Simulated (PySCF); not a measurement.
Series GeXY, Y = fluoro, computed as singlets and as triplets. Gas-phase values, no solvent. One relaxed conformer stands for each flexible species; it need not be the lowest. Strings in code marks are SMILES.

The LUMO from two functionals at the same geometries (B3LYP-D3(BJ)/def2-TZVP), both in PySCF: PBE-D3(BJ)/def2-TZVP and B3LYP-D3(BJ)/def2-TZVP. B3LYP has the VWN-RPA correlation part, as in Gaussian. 

```csv
species,PBE-D3(BJ)/def2-TZVP (eV)
"X = fluoro, multiplicity 1 (`[F][Ge][F]` (lower singlet))",-3.40
"X = chloro, multiplicity 1 (`[F][Ge][Cl]` (lower singlet))",-3.65
"X = formyl, multiplicity 1 (`O=[CH][Ge][F]` (lower singlet; O–C–Ge–F torsion 176°))",-4.30
"X = isocyano, multiplicity 1 (`[C-]#[N+][Ge][F]` (lower singlet))",-4.20
```

What does B3LYP-D3(BJ)/def2-TZVP give for each?


- X = fluoro, multiplicity 1 (`[F][Ge][F]` (lower singlet)): -2.90
- X = chloro, multiplicity 1 (`[F][Ge][Cl]` (lower singlet)): -3.15
- X = formyl, multiplicity 1 (`O=[CH][Ge][F]` (lower singlet; O–C–Ge–F torsion 176°)): -3.72
- X = isocyano, multiplicity 1 (`[C-]#[N+][Ge][F]` (lower singlet)): -3.64
Over these rows, drawn at random from the members with no instability flagged (it was tested for open shells, ions and some series alone), PBE minus B3LYP-D3(BJ): mean -0.54 eV, from -0.58 eV to -0.50 eV.
